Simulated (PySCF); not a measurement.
**Telling isomers of C5H9ClO2Si apart by NMR**

[PySCF 2.14: σ from GIAO-PBE0/pcSseg-1; geometry: GFN2-xTB; averaged over atoms made equivalent by symmetry, fast rotation or ring inversion; no solvent; relativity neglected; a single conformation]

Referencing at the same level of theory: 1H and 13C against TMS. Where no couplings were computed, multiplicities follow the n + 1 count of equivalent neighbours, and m marks all less simple cases (inequivalent or close neighbours, rings, F or P nearby). Shifts are as computed. Against solution values, carbons near 30 ppm lie about +3 ppm off and those near 130 ppm about +5 ppm; carbons on Cl a further +6 ppm. Of 1211 compounds with measured shifts, 218 miss one by over three times the rms of a fit or turn the order of signals round; such compounds aren't used in these exercises. Carbons bonded to Cl come out too deshielded.

(1) Tabulate the signals of `COCOC1=C([SiH2]Cl)C1`, `C=C[C@@H]1COC[Si@@H](Cl)O1`, `CC(=O)CC(=O)[SiH2]CCl`, `COC(=O)[SiH2]C/C=C\Cl` and their relative energies.

(2) What is the quickest way to tell C=C[C@@H]1COC[Si@@H](Cl)O1 from COC(=O)[SiH2]C/C=C\Cl?

(3) What is the quickest way to tell CC(=O)CC(=O)[SiH2]CCl from COC(=O)[SiH2]C/C=C\Cl?

(4) What is the quickest way to tell COCOC1=C([SiH2]Cl)C1 from C=C[C@@H]1COC[Si@@H](Cl)O1?

Results:

(1) 
```tsv
SMILES	carbon types	δC	δH	E rel. (kcal/mol)
COCOC1=C([SiH2]Cl)C1	2×C 2×CH2 1×CH3	171.5, 103.9, 66.8, 60.0, 18.4	5.69 (s, 2H), 5.54 (s, 2H), 3.80 (s, 3H), 1.75 (s, 2H)	62.4
C=C[C@@H]1COC[Si@@H](Cl)O1	2×CH 3×CH2	147.2, 124.0, 79.9, 76.6, 68.3	6.07 (m, 1H), 6.01 (m, 1H), 5.83 (m, 1H), 5.62 (m, 1H), 4.71 (m, 1H), 3.86 (m, 1H), 3.80 (m, 1H), 3.78 (m, 1H), 3.58 (m, 1H)	0.0
CC(=O)CC(=O)[SiH2]CCl	2×C 2×CH2 1×CH3	245.6, 217.8, 66.0, 34.8, 32.3	4.63 (t, 2H), 3.50 (s, 2H), 2.80 (t, 2H), 2.37 (s, 3H)	34.7
COC(=O)[SiH2]C/C=C\Cl	1×C 2×CH 1×CH2 1×CH3	186.3, 133.5, 132.2, 50.0, 15.2	6.14 (m, 1H), 6.08 (m, 1H), 4.27 (t, 2H), 4.01 (s, 3H), 2.18 (m, 2H)	37.4
```

Energies are electronic energies at PBE0/pcSseg-1 on these geometries, without zero-point or thermal terms, each for the one conformer computed, which needn't be the lowest.

(2) Both give the same number of carbon signals, but DEPT or the intensities differ. The first has a terminal =CH2 carbon at 124.0 ppm, the second a carbonyl carbon (C) at 186.3 ppm. Their most deshielded carbons lie at 147.2 and 186.3 ppm.

(3) Both give the same number of carbon signals, but DEPT or the intensities differ. The first has a carbonyl carbon (C) at 245.6 ppm, the second an alkene CH at 133.5 ppm. Their most deshielded carbons lie at 245.6 and 186.3 ppm. In the proton spectra the most deshielded non-exchanging signals are 4.63 (t, 2H) and 6.14 (m, 1H).

(4) Both give the same number of carbon signals, but DEPT or the intensities differ. The first has an alkene carbon bearing oxygen (C) at 171.5 ppm, the second an alkene CH at 147.2 ppm.
